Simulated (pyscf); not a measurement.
**•O–SiH₂–O–SiH₃, doublet**

Gas-phase minimum from PySCF at ωB97X-D3(BJ)/def2-SVP, one conformer. •O–SiH₂–O–SiH₃ lies 24.8 kcal/mol over its isomer HO–SiH₂–O–SiH₂• (electronic energy, ωB97M-D3(BJ)/def2-TZVP). 

```
O
Si 1 1.6452
Si 1 1.6663 2 142.23
O 2 1.6797 1 114.44 3 58.01
H 2 1.4830 1 108.02 3 177.80
H 3 1.4864 1 108.21 2 158.49
H 3 1.4884 6 109.86 1 -120.15
H 2 1.4907 5 113.89 1 -123.41
H 3 1.4921 6 109.67 7 -120.23
```
Charge 0, spin multiplicity 2.

Properties at ωB97X-D3(BJ)/def2-SVP:

```yaml
harmonic_wavenumbers_unscaled: 25, 50, 89, 312, 419, 611, 701, 741, 760, 813, 908, 942, 968, 971, 1016, 1120, 2253, 2260, 2276, 2287, 2301 cm⁻¹
zero_point_energy: 31.2 kcal/mol
rotational_symmetry_number: 1
Entropy of this conformer at 298 K and 1 atm, rigid rotor and harmonic oscillator, modes under 100 cm⁻¹ raised to 100: 342.1 J/(mol K)
dipole_moment: 1.42 D
Spin expectation value S2: 0.753
```

Single-point totals, which compare only within one level:

```csv
level,total energy (hartree)
ωB97X-D3(BJ)/def2-TZVP,-732.63963
PBE/def2-TZVP,-732.09255
r²SCAN/def2-TZVP,-732.44051
B3LYP-D3(BJ)/def2-TZVP,-732.62722
PBE0-D3(BJ)/def2-TZVP,-732.15895
M06-2X/def2-TZVP,-732.46314
ωB97M-D3(BJ)/def2-TZVP,-732.68049
```

The lowest mode is so soft that the shape along it may change with the basis. Soft torsions are taken as harmonic, which can shift the entropy by several J/(mol K).
